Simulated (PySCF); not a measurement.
PySCF 2.14 output of a UHF calculation on a single atom or ion in cc-pVTZ-PP with ECP10MDF (5s5p4d2f1g, 63 functions), with scalar relativity through the core potential:

```
SCF conv_tol = 1e-09
number electrons alpha = 10  beta = 10
cycle= 1 E= -225.962951713542  delta_E= -3.67e-11  |g|= 1.75e-06  |ddm|= 2.44e-05
converged SCF energy = -225.962951713542  <S^2> = -8.8817842e-15  2S+1 = 1
```

The run itself started from symmetry-adapted Hartree-Fock orbitals and held the occupation by maximum overlap, so the iterations belong to that start.

**Question.** Which element, charge and spin multiplicity is this?

**Answer.** Zn (zinc, neutral), multiplicity 1; the state was [Ar] 3d10 4s2, closed-shell 1S.

Energies and moments cover only the electrons outside the core potential.
